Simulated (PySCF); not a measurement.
Compound: C5H9NOSe.
Atom-mapped SMILES: `[CH2:1]=[C:2]([NH:3][C:4]([CH3:5])=[O:6])[Se:7][CH3:8]` (hydrogens: H9, H10 on C1; H11 on N3; H12, H13, H14 on C5; H15, H16, H17 on C8)

The calculation used PySCF, TDDFT CAM-B3LYP/def2-SVPD, vertical, gas phase, core orbitals frozen in the response. The structure is a single PBE0-D3(BJ)/def2-SVP conformer in the gas phase; no vibrational or solvent corrections. The CAM-B3LYP/def2-SVPD calculation is non-relativistic and has no spin–orbit coupling, an omission that weighs most on selenium. Torsions of this conformer, `[CH2:1]=[C:2]([NH:3][C:4]([CH3:5])=[O:6])[Se:7][CH3:8]`: C1–C2–N3–C4 159°, C2–N3–C4–C5 -173°, C1–C2–Se7–C8 132°.

Q: List the vertical singlet excitations with oscillator strengths and describe the spectrum.

A: 

```csv
state,E (eV),E (hartree),f,"main configurations (H = HOMO, L = LUMO)"
S1,4.48,0.1647,0.046,"H→L (75%), H→L+2 (8%)"
S2,4.98,0.1830,0.021,"H→L+2 (44%), H→L+1 (19%), H→L (13%)"
S3,5.39,0.1983,0.012,"H→L+1 (40%), H→L+3 (14%), H→L+2 (11%)"
S4,5.55,0.2039,0.021,"H-2→L (36%), H→L+2 (14%), H→L+3 (9%)"
S5,5.87,0.2158,0.115,"H-1→L (38%), H→L+5 (18%), H→L+3 (18%)"
S6,5.94,0.2183,0.092,"H-1→L (37%), H→L+3 (33%)"
```

The lowest singlet comes at 277 nm (433 kJ/mol) in the ultraviolet; it is of moderate strength; its leading configuration is HOMO→LUMO (75%). The most intense listed level is S5 at 5.87 eV (211 nm, f = 0.115), 1.39 eV above S1. Löwdin shares by element: HOMO selenium 55%, carbon 31% or more; LUMO carbon 54% or more, oxygen 11% (atoms not listed hold the other 35%). Weighted by f, the mean energy of these states is 5.58 eV. Orbital energies (eV): HOMO-3 -10.07, HOMO-2 -9.32, HOMO-1 -8.45, HOMO -7.14, LUMO 0.47, LUMO+1 0.85, LUMO+2 1.19. The oscillator strengths of these states sum to 0.307; summed over the whole spectrum of an exact calculation they would give the number of electrons, 88 (Thomas–Reiche–Kuhn). Singlets were solved by full linear response.
